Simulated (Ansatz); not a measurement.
Dissociation curve of HCl (cation, charge +1), doublet.

Level of theory: full CI/cc-pVDZ, frozen core (Ansatz, a first-principles code).

### Question
Relative to R = 1.32 Å, what are the energies at R = 1.25, 1.63, 2.62, 3.57 Å?

### Answer
0.095 eV at 1.25 Å, 0.720 eV at 1.63 Å, 3.554 eV at 2.62 Å, 4.309 eV at 3.57 Å.
